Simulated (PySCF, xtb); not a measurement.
C3H3N2, SMILES C1=CN=C[N]1, multiplicity 2.

Harmonic wavenumbers (cm⁻¹) from GFN2-xTB run with xtb 6.7.1 at its own minimum, in rising order: 506, 551, 557, 716, 780, 794, 815, 1016, 1053, 1114, 1177, 1235, 1293, 1359, 1425, 3170, 3180, 3183.

Q: What does PySCF 2.14.0 with PBE-D3(BJ)/def2-SVP give at its own minimum? (Estimate from the structure and the level; the computed values follow.)

A: 460, 545, 706, 792, 846, 860, 888, 961, 1002, 1152, 1161, 1245, 1276, 1428, 1494, 3133, 3145, 3152. Paired by order, the mean absolute difference is 51 cm⁻¹ and the zero-point energies are 34.2 and 34.7 kcal/mol.
